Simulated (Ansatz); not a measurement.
Mulliken charges of CH5FGeOS, SMILES `[OH][GeH]([SH])[CH2]F` from ωB97M-V/def2-TZVPP in Ansatz (PBE0-D4/def2-TZVP geometry).

```csv
atom,x (Å),y (Å),z (Å),charge (e)
O1,0.579,0.733,1.695,-0.417
Ge2,0.601,0.098,0.036,0.428
S3,0.698,-2.119,0.040,-0.292
C4,-1.077,0.555,-0.891,-0.090
F5,-2.139,-0.077,-0.265,-0.228
H6,-0.072,0.285,2.241,0.175
H7,1.838,0.743,-0.601,0.035
H8,1.946,-2.143,0.537,0.127
H9,-1.048,0.237,-1.937,0.130
H10,-1.243,1.635,-0.852,0.132
```

Q: By hand: the dipole of these point charges (1 e Å = 4.8032 D).

A: Σ q r = (0.395, 0.373, -0.487) e Å, of length 0.730 e Å = 3.51 D.

Q: How does the dipole of the full density compare? (Estimate.)

A: Computed: (0.144, 0.143, -0.205) e Å, 1.39 D; the point charges give 2.53 times that, at 4° from its direction.

Point charges leave out the atoms' own dipoles, such as those of lone pairs, and Mulliken's split depends on the basis, so the two needn't agree.
